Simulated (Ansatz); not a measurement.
# Nudged elastic band run: BrCl$_{4}$HTi

Input:

```yaml
crystal:
  periodic: [false, false, false]
  atoms:
    - { symbol: Ti, position_ang: [0.332467, 0.0, -0.091795] }
    - { symbol: Cl, position_ang: [0.305682, 0.0, 2.102378] }
    - { symbol: Cl, position_ang: [2.394768, 0.0, -0.771864] }
    - { symbol: Cl, position_ang: [-0.666349, 1.776614, -0.834304] }
    - { symbol: Cl, position_ang: [-0.666349, -1.776614, -0.834304] }
    - { symbol: Br, position_ang: [-3.638478, 0.0, 1.710354] }
    - { symbol: H, position_ang: [-2.286041, 0.0, 2.208135] }
basis:
  gaussian: { orbitals: def2-SVP }
hamiltonian:
  xc: pbe
neb:
  order_check: false
  images: 7
  f_tol: 0.05
  max_iterations: 60
  final_atoms:
    - { symbol: Ti, position_ang: [-0.66195772, 0.0, -0.72666717] }
    - { symbol: Cl, position_ang: [0.0741506, 0.0, 3.95578473] }
    - { symbol: Cl, position_ang: [1.20994922, 0.0, 0.36554806] }
    - { symbol: Cl, position_ang: [-0.79054339, 1.774615, -1.96949566] }
    - { symbol: Cl, position_ang: [-0.79054339, -1.774615, -1.96949566] }
    - { symbol: Br, position_ang: [-2.43671709, 0.0, 0.81414944] }
    - { symbol: H, position_ang: [-0.82863822, 0.0, 3.01877627] }
  initial_path:
    images:
      - { positions_ang: [[0.332467, 0.0, -0.091795], [0.305682, 0.0, 2.102378], [2.394768, 0.0, -0.771864], [-0.666349, 1.776614, -0.834304], [-0.666349, -1.776614, -0.834304], [-3.638478, 0.0, 1.710354], [-2.286041, 0.0, 2.208135]] }
      - { positions_ang: [[0.2515794, 0.0, -0.06609673], [0.21918973, 0.0, 2.25942176], [2.3605078, 0.0, -0.76330909], [-0.77299286, 1.8159355, -0.82529454], [-0.77299286, -1.8159355, -0.82529454], [-3.40673299, 0.0, 1.49792199], [-2.10285821, 0.0, 2.21125116]] }
      - { positions_ang: [[0.17069179, 0.0, -0.04039845], [0.13269745, 0.0, 2.41646551], [2.3262476, 0.0, -0.75475417], [-0.87963672, 1.855257, -0.81628509], [-0.87963672, -1.855257, -0.81628509], [-3.17498799, 0.0, 1.28548997], [-1.91967541, 0.0, 2.21436731]] }
      - { positions_ang: [[0.08980419, 0.0, -0.01470018], [0.04620518, 0.0, 2.57350927], [2.2919874, 0.0, -0.74619926], [-0.98628059, 1.8945785, -0.80727563], [-0.98628059, -1.8945785, -0.80727563], [-2.94324298, 0.0, 1.07305796], [-1.73649262, 0.0, 2.21748347]] }
      - { positions_ang: [[0.00891659, 0.0, 0.0109981], [-0.04028709, 0.0, 2.73055303], [2.2577272, 0.0, -0.73764434], [-1.09292445, 1.9339, -0.79826617], [-1.09292445, -1.9339, -0.79826617], [-2.71149797, 0.0, 0.86062594], [-1.55330982, 0.0, 2.22059962]] }
      - { positions_ang: [[-0.15880199, 0.0, -0.17341822], [-0.01167767, 0.0, 3.03686095], [1.9957827, 0.0, -0.46184624], [-1.01732918, 1.89407875, -1.09107354], [-1.01732918, -1.89407875, -1.09107354], [-2.64280275, 0.0, 0.84900682], [-1.37214192, 0.0, 2.42014378]] }
      - { positions_ang: [[-0.32652056, 0.0, -0.35783454], [0.01693175, 0.0, 3.34316888], [1.73383821, 0.0, -0.18604814], [-0.94173392, 1.8542575, -1.38388092], [-0.94173392, -1.8542575, -1.38388092], [-2.57410753, 0.0, 0.83738769], [-1.19097402, 0.0, 2.61968795]] }
      - { positions_ang: [[-0.49423914, 0.0, -0.54225085], [0.04554118, 0.0, 3.6494768], [1.47189371, 0.0, 0.08974996], [-0.86613866, 1.81443625, -1.67668829], [-0.86613866, -1.81443625, -1.67668829], [-2.50541231, 0.0, 0.82576856], [-1.00980612, 0.0, 2.81923211]] }
      - { positions_ang: [[-0.66195772, 0.0, -0.72666717], [0.0741506, 0.0, 3.95578473], [1.20994922, 0.0, 0.36554806], [-0.79054339, 1.774615, -1.96949566], [-0.79054339, -1.774615, -1.96949566], [-2.43671709, 0.0, 0.81414944], [-0.82863822, 0.0, 3.01877627]] }
```

Run as:

```bash
$ ansatz run input.yaml --threads 4 --pin off --max-ram 5120MiB --backend cpu --events-out ev --progress --plain --runs-dir out
```

Output, in part (warnings, iteration lines, the closing report on the highest movable image, with atoms numbered from 0):

```
NEB end point (image 0): max|allowed force component| = 2.487e-2 eV/Å (the criterion of neb.relax_end_points is 1.000e-2)
NEB end point (image 8): max|allowed force component| = 3.335e-3 eV/Å (the criterion of neb.relax_end_points is 1.000e-2)
NEB iter   1: max|band force component| = 3.837e0 eV/Å  barrier→ = 2.3310 eV  barrier← = 2.2423 eV  Δτ_max = 0.2000 Å  (1757 SCF iters)
NEB iter   2: max|band force component| = 2.008e0 eV/Å  barrier→ = 1.2802 eV  barrier← = 1.1915 eV  Δτ_max = 0.2000 Å  (267 SCF iters)
NEB iter   3: max|band force component| = 1.161e0 eV/Å  barrier→ = 0.8388 eV  barrier← = 0.7501 eV  Δτ_max = 0.2000 Å  (248 SCF iters)
NEB iter   4: max|band force component| = 9.204e-1 eV/Å  barrier→ = 0.6612 eV  barrier← = 0.5725 eV  Δτ_max = 0.1974 Å  (243 SCF iters)
NEB iter   5: max|band force component| = 5.514e-1 eV/Å  barrier→ = 0.5187 eV  barrier← = 0.4299 eV  Δτ_max = 0.1959 Å  (245 SCF iters)
NEB iter   6: max|band force component| = 8.562e-1 eV/Å  barrier→ = 0.5566 eV  barrier← = 0.4679 eV  Δτ_max = 0.1006 Å  (248 SCF iters)
NEB iter   7: max|band force component| = 3.782e-1 eV/Å  barrier→ = 0.4784 eV  barrier← = 0.3897 eV  CI = image 4  Δτ_max = 0.1566 Å  (231 SCF iters)
NEB iter   8: max|band force component| = 3.107e-1 eV/Å  barrier→ = 0.4806 eV  barrier← = 0.3919 eV  CI = image 5  Δτ_max = 0.0856 Å  (246 SCF iters)
NEB iter   9: max|band force component| = 2.207e-1 eV/Å  barrier→ = 0.4691 eV  barrier← = 0.3804 eV  CI = image 4  Δτ_max = 0.0355 Å  (232 SCF iters)
NEB iter  10: max|band force component| = 1.000e-1 eV/Å  barrier→ = 0.4707 eV  barrier← = 0.3819 eV  CI = image 4  Δτ_max = 0.0731 Å  (220 SCF iters)
NEB iter  11: max|band force component| = 1.067e-1 eV/Å  barrier→ = 0.4719 eV  barrier← = 0.3832 eV  CI = image 4  Δτ_max = 0.0277 Å  (220 SCF iters)
NEB iter  12: max|band force component| = 8.448e-2 eV/Å  barrier→ = 0.4732 eV  barrier← = 0.3845 eV  CI = image 4  Δτ_max = 0.0102 Å  (220 SCF iters)
NEB iter  13: max|band force component| = 4.824e-2 eV/Å  barrier→ = 0.4740 eV  barrier← = 0.3853 eV  CI = image 4  Δτ_max = 0.0000 Å  (417 SCF iters)
Total energy: -143211.79416534 eV, -5262.9363631356 hartree
Atom 0 at    -0.380452    -0.000000    -0.013359 Å, force    -0.021649    -0.000000    -0.000374 eV/Å
Atom 1 at     0.132885     0.000000     2.483123 Å, force    -0.034380     0.000000     0.001917 eV/Å
Atom 2 at     1.814304     0.000000    -0.165341 Å, force    -0.003243     0.000000     0.002361 eV/Å
Atom 3 at    -0.862669     1.760559    -1.188458 Å, force     0.000955     0.000847    -0.002076 eV/Å
Atom 4 at    -0.862669    -1.760559    -1.188458 Å, force     0.000955    -0.000847    -0.002076 eV/Å
Atom 5 at    -2.722508    -0.000000     1.206234 Å, force     0.004789    -0.000000    -0.025254 eV/Å
Atom 6 at    -1.343190    -0.000000     2.354860 Å, force     0.052573    -0.000000     0.025501 eV/Å
Dipole moment:    -0.015344    -0.000000     0.158700 e Å
```

The forces met the threshold. A vibrational analysis at the climbing image gives one clearly imaginary mode, 80i cm⁻¹, and a faint second one (17i cm⁻¹) that may be numerical noise or a soft torsion: probably a first-order saddle point. The orbitals stay closed-shell, which can raise the energy where a bond breaks towards radicals; this wasn't checked here.

Final band (atoms are numbered from 1 in the order of the input):

| image | path coordinate (Å) | energy (eV) | Ti1–Cl2 (Å) | Br6–H7 (Å) | Ti1–Br6 (Å) |
| --- | --- | --- | --- | --- | --- |
| 0 | 0.00 | 0.00 | 2.19 | 1.44 | 4.36 |
| 1 | 0.51 | 0.03 | 2.21 | 1.44 | 3.82 |
| 2 | 1.02 | 0.16 | 2.25 | 1.46 | 3.32 |
| 3 | 1.53 | 0.37 | 2.35 | 1.52 | 2.92 |
| 4 | 2.04 | 0.47 | 2.55 | 1.79 | 2.64 |
| 5 | 2.67 | 0.46 | 2.84 | 2.31 | 2.47 |
| 6 | 3.30 | 0.39 | 3.52 | 2.40 | 2.41 |
| 7 | 3.93 | 0.18 | 4.15 | 2.47 | 2.37 |
| 8 | 4.56 | 0.09 | 4.74 | 2.73 | 2.35 |

Run time: 3.8 min on 4 threads of Arm Neoverse V2, with other jobs on the host, peak memory 0.39 GiB.
